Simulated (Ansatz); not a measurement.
`O[SiH2]N[SiH](F)F` + `[SH][GeH3]` → `O[SiH2][S][GeH3]` + `N[SiH](F)F`  (ligand exchange at the Si–N bond)

Program: Ansatz. Geometries: PBE0-D4/def2-TZVP. ΔE: electronic, gas phase. CCSD(T)/CBS adds triple-zeta CCSD(T) − MP2 to the extrapolated MP2 energy (def2 sets, frozen cores). This one scheme is used for every species. DFT in def2-TZVPP. For Ge outer-core shells are correlated without core-valence functions, which leaves a few kJ/mol of doubt a bond. Scalar relativity is left out up to krypton. Each species was taken in one conformer, which may not be the lowest.

Is it downhill or uphill in electronic energy at CCSD(T)/CBS, and by how much? (Estimate.)

Computed: Nearly level: ΔE = +1.7 kJ/mol.

What do these levels give: PBE0-D4, BLYP, PBE0, CAM-B3LYP, CCSD/def2-SVP, MP2/def2-TZVPP? (An estimate is asked.)

The calculation gave: PBE0-D4 -4.0, BLYP 5.5, PBE0 -2.6, CAM-B3LYP 9.4, CCSD/def2-SVP 12.6, MP2/def2-TZVPP 1.4 kJ/mol.

Largest T1 diagnostic among the species: 0.012.

At CCSD(T), def2-SVP lies +9.8 kJ/mol from the extrapolated value and def2-TZVPP +4.3 kJ/mol. Leaving LDA and LC-ωPBE aside and taking each functional with its dispersion term where it has one, the values, not all of them listed here, spread over 14.2 kJ/mol, from revPBE-D4 to CAM-B3LYP-D4. In def2-TZVPP, CCSD(T) changes the Hartree–Fock value by −7.1 kJ/mol (the triples alone add −2.2 kJ/mol) and MP2 by −11.7 kJ/mol.
